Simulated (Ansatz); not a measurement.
Ideal-gas functions of `C[O][Cd][Cl]` at 400 K and 1 bar, from an Ansatz frequency run at PBE0-D4/def2-TZVP.

Molar mass 178.9 g/mol, point group Cs (symmetry number 1), electronic degeneracy 1, moments of inertia 13.586, 371.856, 382.264 u Å². Harmonic wavenumbers (cm⁻¹, unscaled): 77, 90, 144, 220, 362, 542, 1118, 1168, 1187, 1475, 1489, 1495, 2975, 3024, 3058.

Use S(trans) = R[1.5 ln M + 2.5 ln T − 1.1517]; rotational temperatures θ = 24.2544 K / I; S(rot) = R[ln(√π/σ · √(T³/θAθBθC)) + 1.5]; for each mode x = 1.438777 ν̃/T, S = R[x/(eˣ − 1) − ln(1 − e⁻ˣ)] and H = RT x/(eˣ − 1); 1 cm⁻¹ = 0.0119627 kJ/mol; R = 8.31446 J/(mol·K).

Question: By hand: the entropy, in J/(mol·K).

Answer: Translation 179.7. Rotation: θ = 1.7852, 0.0652, 0.0634 K, giving 112.4. Vibration, mode by mode: 19.02, 17.73, 13.88, 10.47, 6.68, 3.97, 0.76, 0.66, 0.62, 0.26, 0.25, 0.25, 0.00, 0.00, 0.00, in all 74.5. Electronic 0.0. Sum 366.6 J/(mol·K).

Question: By hand: H − E and G − E in kJ/mol, counted from the electronic energy.

Answer: Zero-point energy ½ × 18424 × 0.0119627 = 110.2; thermal vibration 14.0; translation, rotation and pV give 4 RT = 13.3. H − E = 137.5 kJ/mol, and G − E = 137.5 − 400 × 366.6/1000 = -9.1 kJ/mol.

Vibration gives 20 % of the entropy, 50.6 J/(mol·K) of it from the modes under 150 cm⁻¹: soft modes count most, and the harmonic formula is weakest for them. The sum counts one conformer and one mirror image; others add a mixing term.
